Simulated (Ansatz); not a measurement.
Start from `Cl[SiH](Br)Br` and change one element to get `ClC(Br)Br`.

Ansatz, PBE0-D4/def2-TZVP geometries, multiplicity 1. 

Scalar relativity is left out up to krypton. Spin–orbit coupling is left out; it splits and shifts lone-pair levels of the heavy atoms by tenths of an eV.

| property | `Cl[SiH](Br)Br` |
| --- | --- |
| size of the dipole moment (PBE/def2-TZVPP) / D | 0.61 |
| LUMO energy (B3LYP/def2-TZVPP) / eV | -1.05 |
| ideal-gas entropy at 298 K and 1 bar (rigid rotor, harmonic PBE0-D4/def2-TZVP) / J/(mol·K) | 347 |
| HOMO energy (ωB97M-V/def2-TZVPP) / eV | -10.90 |
| size of the dipole moment (B3LYP/def2-TZVPP) / D | 0.69 |
| HOMO energy (PBE/def2-TZVPP) / eV | -7.43 |

(1) What does the change do to each property? (Best estimate.)

## Answers

(1) Computed: 
```csv
property,`ClC(Br)Br`,shift
size of the dipole moment (PBE/def2-TZVPP) / D,0.91,0.30
LUMO energy (B3LYP/def2-TZVPP) / eV,-1.83,-0.78
"ideal-gas entropy at 298 K and 1 bar (rigid rotor, harmonic PBE0-D4/def2-TZVP) / J/(mol·K)",328,-19
HOMO energy (ωB97M-V/def2-TZVPP) / eV,-10.46,0.44
size of the dipole moment (B3LYP/def2-TZVPP) / D,0.95,0.26
HOMO energy (PBE/def2-TZVPP) / eV,-6.94,0.49
```

With PBE0 the HOMO rises by 0.46 eV and the LUMO falls by 0.77 eV, so the gap narrows by about 1.23 eV. PBE moves the HOMO by 0.49 eV and ωB97M-V by 0.44 eV. Dipoles are sizes alone; their direction can turn.

Positive LUMOs are unbound, so they and the gaps depend on the basis.

B3LYP here is the variant with VWN-RPA as its local correlation; programs differ in this.
